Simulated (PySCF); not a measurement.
## How the method moves the HOMO and LUMO of `FC1=C[SiH2]/C1=C/Cl`

Compound: C₄H₄ClFSi.
Structure used (PBE0-D3(BJ)/def2-SVP), in Å, numbered top down from 1:
```
atom  x, y, z in Å
F1     1.3604    1.9004    0.1667
C2     0.3481    1.0579    0.2296
C3    -0.8905    1.2947    0.7278
Si4   -1.3963   -0.4513    0.3110
C5     0.4084   -0.3255   -0.2504
C6     1.3717   -1.0667   -0.8028
Cl7    2.9687   -0.5081   -1.1394
H8    -1.2614    2.2214    1.1633
H9    -2.4131   -0.6467   -0.7631
H10   -1.6780   -1.3892    1.4365
H11    1.2151   -2.1085   -1.0919
```

Basis pcSseg-1 throughout (PySCF), one geometry. Isolated species at its PBE0-D3(BJ)/def2-SVP geometry, gas phase.

Question: How do the orbital energies, the gap and the dipole change with the method?

Answer: 
```json
{"method": "BLYP", "kind": "GGA", "HOMO (eV)": "-5.76", "LUMO (eV)": "-2.14", "gap (eV)": "3.62", "μ (D)": "2.02", "SCF cycles": "16"}
{"method": "B97-D", "kind": "GGA", "HOMO (eV)": "-5.90", "LUMO (eV)": "-2.23", "gap (eV)": "3.67", "μ (D)": "2.12", "SCF cycles": "16"}
{"method": "KT3", "kind": "GGA", "HOMO (eV)": "-5.95", "LUMO (eV)": "-2.25", "gap (eV)": "3.70", "μ (D)": "2.07", "SCF cycles": "16"}
{"method": "OPBE", "kind": "GGA", "HOMO (eV)": "-5.96", "LUMO (eV)": "-2.26", "gap (eV)": "3.69", "μ (D)": "1.99", "SCF cycles": "17"}
{"method": "B3LYP", "kind": "global hybrid", "HOMO (eV)": "-6.77", "LUMO (eV)": "-1.64", "gap (eV)": "5.13", "μ (D)": "2.32", "SCF cycles": "14"}
{"method": "BHandHLYP", "kind": "global hybrid", "HOMO (eV)": "-7.86", "LUMO (eV)": "-0.42", "gap (eV)": "7.44", "μ (D)": "2.66", "SCF cycles": "13"}
{"method": "wB97X-D", "kind": "range-separated hybrid", "HOMO (eV)": "-8.76", "LUMO (eV)": "0.22", "gap (eV)": "8.98", "μ (D)": "2.51", "SCF cycles": "14"}
{"method": "HF", "kind": "Hartree–Fock", "HOMO (eV)": "-9.15", "LUMO (eV)": "2.20", "gap (eV)": "11.36", "μ (D)": "2.96", "SCF cycles": "12"}
```

The HOMO spans 3.39 eV, from BLYP down to HF, and the gap runs from 3.62 eV (BLYP) to 11.36 eV (HF). Over the methods BLYP (0 %), B97-D (0 %), KT3 (0 %), OPBE (0 %), B3LYP (20 %), BHandHLYP (50 %), HF (100 %), a straight line through the gap against the share of exact exchange rises by 0.77 eV for each 10 % (correlation coefficient 1.000). The dipole ranges from 1.99 D (OPBE) to 2.96 D (HF). This basis has no diffuse functions.
